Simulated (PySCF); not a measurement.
Species: C3H6B2.
Numbering: `[BH2:1][CH2:2][BH:3][C:4]#[CH:5]` (hydrogens: H6, H7 on B1; H8, H9 on C2; H10 on B3; H11 on C5)

Level of theory: PySCF, PBE0-D3(BJ)/def2-SVP geometry optimisation, gas phase.

Problem. Give the optimised bond lengths and angles.

Solution. 
```tsv
bond	length (Å)
B1–C2	1.559
C2–B3	1.567
B3–C4	1.519
C4≡C5	1.220
B1–H6, B1–H7	1.210
C2–H8, C2–H9	1.101
B3–H10	1.210
C5–H11	1.076
```

Bonds in one row agree within 0.01 Å and their mean is given. A selection of angles:
```tsv
angle	degrees
C2–B1–H6	120.6
H6–B1–H7	118.7
B1–C2–B3	104.4
B1–C2–H8	110.4
B3–C2–H8	108.6
H8–C2–H9	113.3
C2–B3–C4	121.8
C2–B3–H10	120.3
C4–B3–H10	117.8
B3–C4–C5	179.7
C4–C5–H11	179.9
```

Dihedral angles: B1–C2–B3–C4 -87° (synclinal). The mirror-image conformer, all signs reversed, is as good.

B1 (three-coordinate boron) is planar (angles 120.7°, 120.6° and 118.7°, sum 360.0°, 0.02 Å off the plane of its three neighbours). The B–C distances run from 1.519 Å (B3–C4, drawn single) to 1.567 Å (C2–B3, drawn single), a spread of 0.048 Å. B3 (three-coordinate boron) is planar (angles 121.8°, 120.3° and 117.8°, sum 360.0°, 0.02 Å off the plane of its three neighbours).

Point group: C1 (no symmetry element, even within 0.4 Å). Not checked by PBE0-D3(BJ)/def2-SVP frequencies. The numbers are those of one conformer (H–B1–C2–B3 91° and -87°, B1–C2–B3–C4 -87°).

The run took 38 s of wall time on one thread, Arm Neoverse N1 (aarch64) (shared host), and the process peaked at 0.41 GiB of memory. This is the geometry optimisation.
